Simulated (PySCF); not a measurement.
C9H6N4, SMILES C1C2N3C(C=CN=2)=NC=CC3=NC=1. Heavy atoms are numbered as in [CH:1]1=[CH:2][C:3]2=[N:4][CH:5]=[CH:6][C:7]3=[N:8][CH:9]=[CH:10][C:11](=[N:12]1)[N:13]23. Hydrogens are named by the atom that carries them.

The structure is a stationary point at r2SCAN-D4/def2-SVP.

These are PBE/def2-SVP (PySCF) values and carry that method's errors.

ESP charges are fitted to the potential on shells at 1.4 to 2.0 van der Waals radii. Atomic charges (e), one atom of each kind:

| atom | meta-Löwdin | ESP fit |
|---|---|---|
| C1 (CH) | … | 0.47 |
| C2 (CH) | … | -0.84 |
| C3 | 0.20 | 1.08 |
| N4 | -0.29 | -0.75 |
| N13 | -0.01 | -0.85 |
| H on C1 | … | 0.07 |
| H on C2 | 0.13 | 0.26 |

**Question.** Complete the blanks. (An estimate is asked for; the answer gives what the named calculation found.)

**Answer.** 
- C1 (CH), meta-Löwdin: 0.03
- C2 (CH), meta-Löwdin: -0.18
- H on C1, meta-Löwdin: 0.12

Computed Mayer and Wiberg (Löwdin basis) orders of the bonds:
```json
[
 {"bond": "C1–C2", "Mayer": "1.45", "Wiberg": "1.56"},
 {"bond": "C2–C3", "Mayer": "1.23", "Wiberg": "1.28"},
 {"bond": "C3–N4", "Mayer": "1.58", "Wiberg": "1.59"},
 {"bond": "N4–C5", "Mayer": "1.41", "Wiberg": "1.50"},
 {"bond": "C5–C6", "Mayer": "1.45", "Wiberg": "1.56"},
 {"bond": "C6–C7", "Mayer": "1.23", "Wiberg": "1.28"},
 {"bond": "C7–N8", "Mayer": "1.58", "Wiberg": "1.59"},
 {"bond": "N8–C9", "Mayer": "1.41", "Wiberg": "1.50"},
 {"bond": "C9–C10", "Mayer": "1.45", "Wiberg": "1.56"},
 {"bond": "C10–C11", "Mayer": "1.23", "Wiberg": "1.28"},
 {"bond": "C1–N12", "Mayer": "1.41", "Wiberg": "1.50"},
 {"bond": "C11–N12", "Mayer": "1.58", "Wiberg": "1.59"},
 {"bond": "C3–N13", "Mayer": "1.07", "Wiberg": "1.18"},
 {"bond": "C7–N13", "Mayer": "1.07", "Wiberg": "1.18"},
 {"bond": "C11–N13", "Mayer": "1.07", "Wiberg": "1.18"}
]
```
